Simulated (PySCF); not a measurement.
Compound: C6H4BrF.
Geometry (PBE0-D3(BJ)/def2-SVP, Å), atoms numbered from 1 in this order:
```
atom  x, y, z in Å
F1    -3.1384   -0.2368   -0.0278
C2    -1.8111   -0.1523    0.0113
C3    -1.0569   -1.3195    0.0370
C4     0.3323   -1.2310    0.0756
C5     0.9435    0.0226    0.0882
Br6    2.8256    0.1426    0.1371
C7     0.1792    1.1889    0.0640
C8    -1.2101    1.1009    0.0254
H9    -1.5634   -2.2860    0.0262
H10    0.9404   -2.1367    0.0953
H11    0.6686    2.1640    0.0749
H12   -1.8339    1.9961    0.0058
```

Linear response at wB97X-D/def2-SVPD (PySCF, frozen core in the response, non-relativistic). Isolated species at its PBE0-D3(BJ)/def2-SVP geometry, gas phase. The wB97X-D/def2-SVPD calculation is non-relativistic and has no spin–orbit coupling, an omission that weighs most on bromine.

Static isotropic polarisability: 89.96 au (13.33 Å³), principal values 56.1, 90.9, 123.0 au.

(1) What is the polarisability at 1064 nm and at the sodium D line?

(2) What is the isotropic C6 coefficient between two such molecules, C6 = (3/π)∫α(iω)² dω?

(3) Which effective excitation energy ω̄ makes London's formula C6 = (3/4)α²ω̄ exact here?

(4) What three-body coefficient follows from the one-pole estimate C9 = (3/4)·α·C6?

(5) What does −C6/R⁶ come to at R = 12 Å between centres?

(6) What n − 1 at the D line would an ideal gas of it have at 273.15 K and 1 atm (2.6868 × 10¹⁹ cm⁻³), by n − 1 = 2π·N·α′?

(7) The lowest 6 singlets have (eV, f): 5.18, 0.015; 5.76, 0.000; 5.91, 0.118; 6.77, 0.018; 6.87, 0.608; 6.91, 0.266. What share of the static polarisability do they carry in the sum over states α = Σ f/ω²?

Answers

(1) 91.03 au at 1064 nm (+1.2 %), 93.62 au at 589.3 nm (+4.1 %). The rise at 589.3 nm is 3.43 times that at 1064 nm; a pure ω² law gives 3.26. The lowest singlet lies at 239 nm, shorter than both wavelengths.

(2) 3023 au (Eh·bohr⁶) by a ten-point quadrature over imaginary frequencies, which is 1810 eV·Å⁶ or 174 J·nm⁶/mol.

(3) ω̄ = 4·C6/(3α²) = 0.498 Eh = 13.6 eV. A one-pole form α(ω) = α/(1 − ω²/ω̄²) fitted to the 1064 nm value gives 10.8 eV. London's choice of the ionisation energy (9.05 eV, ΔSCF at the same level) gives C6 = 2020 au, 33 % too low.

(4) 204000 au. This is an estimate from the two numbers above, not a computed integral.

(5) -58 J/mol. This is the leading, orientation-averaged term; C8 and higher terms are left out.

(6) 23.42 × 10⁻⁴, a formal value whether or not that pressure can be reached.

(7) 16.86 au, 18.7 % of α; the largest term, 9.53 au, is that of the state at 6.87 eV. Their oscillator strengths add up to 1.02. Higher states carry the rest.

The pairwise dispersion term of wB97X-D wasn't added to the energies; at a given geometry it leaves orbitals and properties as they are.
